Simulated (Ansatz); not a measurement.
Basis-set extrapolation for `COB(F)OC` (PBE0-D4/def2-TZVP geometry, frozen core, Ansatz). Multiplicity 1, RHF reference.

|  | def2-TZVPP | def2-QZVPP |
| --- | --- | --- |
| HF | -353.388608 | -353.405340 |
| MP2 correlation | -1.155731 | -1.246905 |
| CCSD(T) correlation | -1.229376 | not run |

Energies in hartree. Use E(X) = E(∞) + A·exp(−7.88·√X) for Hartree–Fock and E(X) = E(∞) + B·X^(−2.97) for correlation, with X = 3 and 4, and add CCSD(T) minus MP2 of the smaller set to the MP2 limit.

Problem. What is the CCSD(T) energy at the basis-set limit?

Solution. HF limit: -353.405340 + (-0.016732) × 0.13774 = -353.40764. MP2 limit: -1.246905 + (-0.091174) × 0.74074 = -1.31444. Higher-order term: -1.229376 − (-1.155731) = -0.07364. Total: -354.79572 hartree, 466.6 kJ/mol below CCSD(T)/def2-TZVPP.
